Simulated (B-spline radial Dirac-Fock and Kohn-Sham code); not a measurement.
**Two-hole binding energies of Tl⁵¹⁺**

System: the Tl⁵¹⁺ ion in the configuration 1s2 2s2 2p6 3s2 3p6 3d10 4s2.

Input of the calculation (task.json; shells as n, l, electrons):

```json
{"items": [{
  "Z": 81,
  "q": 51,
  "cfg": [[1, 0, 2], [2, 0, 2], [2, 1, 6], [3, 0, 2], [3, 1, 6], [3, 2, 10], [4, 0, 2]],
  "A": 205,
  "rrms": 5.4759,
  "do": ["binding", "quiet", "double"]
}]}
```

Launch: `python xray_run.py task.json out`

These are calculated numbers from a radial finite-basis atomic code; the model is Dirac-Fock energy differences between relaxed states, corrected for Breit and QED terms. U is the two-hole binding energy less the two single-hole energies, the effective repulsion of the holes after relaxation. Each two-hole energy is an average over J within one jj subconfiguration.

| holes | E(a) (eV) | E(b) (eV) | E(ab) (eV) | U (eV) |
| --- | --- | --- | --- | --- |
| 1s⁻² | 88396.5 | 88396.5 | 178482.9 | 1689.9 |
| 1s⁻¹ 3p3/2⁻¹ | 88396.5 | 5604.6 | 94189.7 | 188.6 |
| 1s⁻¹ 3d3/2⁻¹ | 88396.5 | 5164.2 | 93747.1 | 186.4 |
| 1s⁻¹ 3d5/2⁻¹ | 88396.5 | 5061.6 | 93638.1 | 180.0 |
| 2p1/2⁻² | 17521.2 | 17521.2 | 35449.5 | 407.2 |
| 2s⁻¹ 3p1/2⁻¹ | 18164.7 | 6087.3 | 24427.1 | 175.1 |
| 2s⁻¹ 3p3/2⁻¹ | 18164.7 | 5604.6 | 23932.7 | 163.4 |
| 2s⁻¹ 3d3/2⁻¹ | 18164.7 | 5164.2 | 23508.5 | 179.6 |
| 2p1/2⁻¹ 3p3/2⁻¹ | 17521.2 | 5604.6 | 23295.4 | 169.7 |
| 2p1/2⁻¹ 3d3/2⁻¹ | 17521.2 | 5164.2 | 22864.3 | 178.9 |
| 2p1/2⁻¹ 3d5/2⁻¹ | 17521.2 | 5061.6 | ? | ? |
| 2p3/2⁻¹ 3d3/2⁻¹ | 15469.3 | 5164.2 | 20815.5 | 181.9 |
| 2p3/2⁻¹ 3d5/2⁻¹ | 15469.3 | 5061.6 | 20704.3 | 173.4 |
| 3p1/2⁻¹ 3p3/2⁻¹ | 6087.3 | 5604.6 | 11820.8 | 128.9 |

**Question.** Give the missing two-hole energy and U.

**Answer.** E(ab) = 22761.5 eV and U = 178.8 eV.
